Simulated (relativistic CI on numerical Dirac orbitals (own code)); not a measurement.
## Slater and spin-orbit integrals, Lu3+

Method of calculation: Dirac-Coulomb-Breit CI, KLI orbitals optimised for each configuration, model QED, valence Slater integrals scaled by 0.85, P86 correlation energy added to each configuration (own radial code, finite nucleus).

Slater integrals F^k, G^k are unscaled and averaged over j, outside the closed core [Kr] 4d10 5s2; ζ comes from projecting the Hamiltonian with its Breit term on Σ l·s of the shell.

- 4f13 5p6 5d: ζ(4f) = 3350.4, F^2(4f,5d) = 30742, F^4(4f,5d) = 14618, G^1(4f,5d) = 13280, G^3(4f,5d) = 10970, G^5(4f,5d) = 8400.5, ζ(5d) = 1523.8 cm⁻¹; <r>(4f) = 0.6838, <r^2>(4f) = 0.5982, <r>(5d) = 1.945, <r^2>(5d) = 4.368 (bohr units).
- 4f13 5p6 6s: ζ(4f) = 3344.2, G^3(4f,6s) = 3482.6 cm⁻¹; <r>(4f) = 0.6815, <r^2>(4f) = 0.5925, <r>(6s) = 2.83, <r^2>(6s) = 8.92 (bohr units).
- 4f13 5p6 6p: ζ(4f) = 3342.3, F^2(4f,6p) = 9960.1, G^2(4f,6p) = 2659, G^4(4f,6p) = 2416.2, ζ(6p) = 5445.6 cm⁻¹; <r>(4f) = 0.6809, <r^2>(4f) = 0.5906, <r>(6p) = 3.385, <r^2>(6p) = 12.75 (bohr units).

In this model ζ of a weakly bound d, f or g electron outside closed shells comes out too small, for d by up to a factor of two or three and at times with the wrong sign; that of an outer p electron is too small as well.

Correlation outside the listed configurations is missing or only estimated: errors of thousands of cm⁻¹ between configurations and terms are usual at this charge. Rates and lifetimes follow the computed energies and can be off by large factors. The fine structure of a lone outer electron comes out too small, for d and f at times inverted, and misplaced configurations move strength between like terms. 36 of the 47 excited levels that our extract of the measured tables holds in this range could be paired (the sources list more); they are missed by 17744 cm⁻¹ on average and 19915 at most, and levels without a partner can miss by more.

Averages of the first 10 configurations, taken without configuration mixing, which lowers the lowest level and can move excited configurations by several eV; other configurations of the list can lie among them:

```
Configuration  Parity  States  Average energy above the lowest level (eV)
     4f14 5p6    even       1                                         0.2
  4f13 5p6 5d     odd     140                                        10.6
  4f13 5p6 6s     odd      28                                        13.3
  4f13 5p6 6p    even      84                                        19.7
  4f14 5p5 5d     odd      60                                        33.7
  4f13 5p6 5f    even     196                                        29.4
  4f13 5p6 6d     odd     140                                        27.7
  4f13 5p6 7s     odd      28                                        27.7
  4f14 5p5 5f    even      84                                        51.5
  4f13 5p6 7p    even      84                                        30.2
```
